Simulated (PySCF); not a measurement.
Start geometry of `[GeH3][S][GeH3]` (digermathiane) from a GFN2-xTB structure with every atom displaced at random (by about 0.01 Å) (Å):
```
atom  x, y, z in Å
Ge1    1.5924    0.4732    0.3393
S2     0.0299    0.7769   -1.2244
Ge3   -1.5869   -0.4470   -0.3399
H4     1.9741   -0.9486    0.4845
H5     2.7605    1.2765   -0.1250
H6     1.0971    1.0071    1.6687
H7    -1.1270   -1.8783   -0.1658
H8    -2.7073   -0.3603   -1.2823
H9    -1.9749    0.0834    1.0384
```

Problem. What comes out of this run: PBE0-D3(BJ)/def2-SVP geometry optimisation, gas phase in PySCF?

Solution. 
```
atom  x, y, z in Å
Ge1    1.557    0.585    0.223
S2     0.023    0.772   -1.384
Ge3   -1.601   -0.451   -0.466
H4     1.969   -0.889    0.392
H5     2.749    1.432   -0.244
H6     0.998    1.117    1.556
H7    -1.136   -1.909   -0.296
H8    -2.780   -0.368   -1.445
H9    -1.990    0.131    0.906
```

The energy falls by 0.118 eV over 4 energy and gradient evaluations, the largest force component goes from 0.0225 to 1.6e-04 Eh/bohr, and the atoms move by 0.048 Å rms after alignment. The bond that changes most is Ge3–H8 (ends: germanium bonded to S and 3 H; Ge–H hydrogen), which lengthens by 0.068 Å. Bonds longer at the end by more than 0.005 Å: 7 of 8; shorter: 0. Among the angles that change most is S2–Ge1–H4, from 112.4° to 110.1°. Rotational constants go from 7588, 1108, 990.1 to 7504, 1097, 980.4 MHz. The orientation of the end geometry is arbitrary; only internal coordinates are fixed.

The run used 112 basis functions and 26 SCF cycles in all.

Not checked by PBE0-D3(BJ)/def2-SVP frequencies.
